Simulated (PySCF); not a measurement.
Geometry:
```csv
atom,x (Å),y (Å),z (Å)
C1,-2.968,-0.071,0.013
C2,-1.473,-0.174,0.020
C3,-0.811,-1.105,-0.755
P4,0.905,-1.337,-0.854
C5,1.488,-0.120,0.253
Si6,3.357,0.025,0.525
C7,0.634,0.723,0.943
C8,-0.741,0.693,0.828
F9,-1.440,1.590,1.570
H10,-3.358,-0.198,1.022
H11,-3.272,0.917,-0.333
H12,-3.406,-0.825,-0.636
H13,-1.411,-1.765,-1.371
H14,3.677,-0.483,1.862
H15,3.728,1.440,0.441
H16,4.032,-0.759,-0.507
H17,1.051,1.460,1.617
```

How the numbers were obtained: geometry: GFN2-xTB, PBE0/pcSseg-1 with gauge-including orbitals, in PySCF (fast rotation and ring inversion assumed for equivalent nuclei, non-relativistic Hamiltonian, isolated molecule, one computed conformer).

Shifts are taken against calculated references (same method and geometry level): ¹³C, ¹H, ²⁹Si vs TMS; H3PO4 for ³¹P; ¹⁹F against CFCl3.

```
      atoms  nucleus  count  δ (ppm)
         C8      ¹³C      1        ?
         C5      ¹³C      1    171.2
        Si6     ²⁹Si      1        ?
        H17       ¹H      1     8.20
         C2      ¹³C      1    138.4
H14/H15/H16       ¹H      3        ?
         C1      ¹³C      1     22.5
         P4      ³¹P      1    242.4
H10/H11/H12       ¹H      3     2.64
         C3      ¹³C      1    168.4
        H13       ¹H      1     9.09
         C7      ¹³C      1    134.1
         F9      ¹⁹F      1        ?
```

Task: Complete the table.

Result: 
- C8: 171.4 ppm, aromatic carbon bearing fluorine; an ipso carbon deshielded by its heteroatom
- H14/H15/H16: 4.76 ppm, hydrogen on a silicon bonded to C
- Si6: -66.5 ppm, silicon bonded to C, 3 H
- F9: -109.1 ppm, aryl fluorine

Shifts are as computed. Against solution values, carbons near 30 ppm lie about +3 ppm off and those near 130 ppm about +5 ppm. Of 1211 compounds with measured shifts, 218 miss one by over three times the rms of a fit or turn the order of signals round; such compounds aren't used in these exercises. Unscaled 19F shifts against computed CFCl3 carry errors that often reach 10 to 50 ppm. Experimental scales use liquid or dissolved standards, which lie at an offset from isolated H3PO4.
